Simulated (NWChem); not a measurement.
# C₂H₅B; SMILES C=CB

```xyz
8

B      0.1874     1.3508     0.0002
H      1.3977     1.4055    -0.0049
H     -0.4487     2.3798     0.0071
C     -0.4981    -0.0303    -0.0012
C      0.2304    -1.1631     0.0002
H     -1.5911    -0.1271    -0.0015
H     -0.2210    -2.1625     0.0017
H      1.3257    -1.1249     0.0005
```
Atoms are numbered in this order, from 1.

Computed with NWChem. Pople sets run with spherical d functions. STO-3G and 3-21G are far too small for this property and stand as cheap habits. Structure relaxed at the PBE0/def2-SVP level. GIAO values for the isolated, static molecule; σ is the absolute isotropic shielding, δ = σ(reference) − σ with the isolated reference molecule computed at the same levels (11B: boron trifluoride, 13C: tetramethylsilane, 1H: tetramethylsilane).

```json
[
 {"level": "KT2/pcSseg-1", "δ B1 (ppm)": "…", "δ H2 (ppm)": "…", "δ H3 (ppm)": "…", "δ C5 (ppm)": "…", "δ H6 (ppm)": "…", "δ H7 (ppm)": "…", "δ H8 (ppm)": "…"},
 {"level": "B3LYP/6-31G*", "δ B1 (ppm)": "58.2", "δ H2 (ppm)": "6.82", "δ H3 (ppm)": "6.93", "δ C5 (ppm)": "149.1", "δ H6 (ppm)": "7.23", "δ H7 (ppm)": "6.84", "δ H8 (ppm)": "6.67"},
 {"level": "Hartree-Fock/STO-3G", "δ B1 (ppm)": "62.8", "δ H2 (ppm)": "6.73", "δ H3 (ppm)": "6.57", "δ C5 (ppm)": "141.9", "δ H6 (ppm)": "7.09", "δ H7 (ppm)": "7.15", "δ H8 (ppm)": "7.21"}
]
```

Q: Complete the blanks.

A: 
- KT2/pcSseg-1, δ B1 (ppm): 58.9
- KT2/pcSseg-1, δ H2 (ppm): 6.54
- KT2/pcSseg-1, δ H3 (ppm): 6.81
- KT2/pcSseg-1, δ C5 (ppm): 154.9
- KT2/pcSseg-1, δ H6 (ppm): 7.31
- KT2/pcSseg-1, δ H7 (ppm): 6.99
- KT2/pcSseg-1, δ H8 (ppm): 6.50
